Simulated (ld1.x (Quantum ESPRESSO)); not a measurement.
## Which change was made? (Sb, PAW)

ld1.x (Quantum ESPRESSO) 7.5 input, shortened:

```
&input
   title='Sb', zed=51., rel=1, dft='PBE', iswitch=3,
   config='[Kr] 4d10 5s1.75 5p3.25'
 /
 &inputp
   pseudotype=3, lpaw=.true., tm=.true., lloc=-2, rcloc=1.50,
   nlcc=.true., new_core_ps=.true.,
   which_augfun='BESSEL', rmatch_augfun=1.00
 /
6
5S  1  0   1.75   0.00  1.40  1.80  0.0
5S  1  0   0.00   4.40  1.40  1.80  0.0
4P  2  1   6.00   0.00  1.45  1.65  0.0
5P  3  1   3.25   0.00  1.45  1.65  0.0
4D  3  2  10.00   0.00  1.10  1.50  0.0
4D  3  2   0.00  -1.95  1.10  1.50  0.0
 &test
   configts(1)='4p6 4d10 5s1.75 5p3.25'
 /
```

Cutoffs, loose and tight: the cutoffs (Ry, on a coarse ladder) from which the occupation-weighted sum of valence levels, in a spherical-Bessel basis at the reference potential, stays within 10 and 1 mRy of its value at 400 Ry. They do not see the model core or the augmentation charge, which bear on the density cutoff. Test errors are all-electron minus pseudo excitation energies from the reference, over the configurations 4p6 4d10 5s2 5p3; 4p6 4d10 5s2 5p2; 4p6 4d10 5s2 5p1; 4p6 4d10 5s2 5p0; 4p5 4d10 5s2 5p3; 4p6 4d10 5s1 5p3; 4p6 4d10 5s1 5p0; variants that change the core or the reference have their own tests.

The base gives: outcome: generated; cutoff, loose: 70 Ry; cutoff, tight: 110 Ry; bound ghosts: none; largest test error (meV): -92.

On the changes marked as counting shells twice: ld1.x takes every shell without a wave as core, so the model core holds the marked electrons as well and exchange and correlation see them twice. This cancels in the reference configuration, but the file is broken for other ones, and its errors say nothing about a proper core correction.

**Question.** After one change the result is: outcome: failed: new_paw_hamiltonian: negative rho. Which change was it?
A. all radii but the core radius scaled by about 1.30 (s 2.34, p 2.14, d 1.96 bohr, rcut 1.82/1.88/1.44); local potential all-electron potential smoothed inside 1.96 bohr (lloc = -2); augmentation BESSEL, radius 1.30 bohr
B. local potential all-electron potential smoothed inside 1.35 bohr (lloc = -1)
C. type TM; waves now 5s (bound): rc 1.80 bohr; 4p (bound): rc 1.65 bohr; 4d (bound): rc 1.50 bohr; local potential all-electron potential smoothed inside 1.30 bohr (lloc = -1) (5p counted twice)
D. waves 5s (bound): rcut 1.22, rcutus 1.30 bohr; 5s channel at 4.4 Ry: rcut 1.22, rcutus 1.30 bohr

**Answer.** A. The others give: local potential all-electron potential smoothed inside 1.35 bohr (lloc = -1) → outcome: generated; cutoff, loose: 70 Ry; cutoff, tight: 110 Ry; bound ghosts: s; largest test error (meV): -99 | type TM; waves now 5s (bound): rc 1.80 bohr; 4p (bound): rc 1.65 bohr; 4d (bound): rc 1.50 bohr; local potential all-electron potential smoothed inside 1.30 bohr (lloc = -1) (5p counted twice) → outcome: generated, misses its reference levels by 0.53 eV; cutoff, loose: 90 Ry; cutoff, tight: 160 Ry; bound ghosts: s; largest test error (meV): +2602 | waves 5s (bound): rcut 1.22, rcutus 1.30 bohr; 5s channel at 4.4 Ry: rcut 1.22, rcutus 1.30 bohr → outcome: failed: run_pseudo: Errors in PS-KS equation.
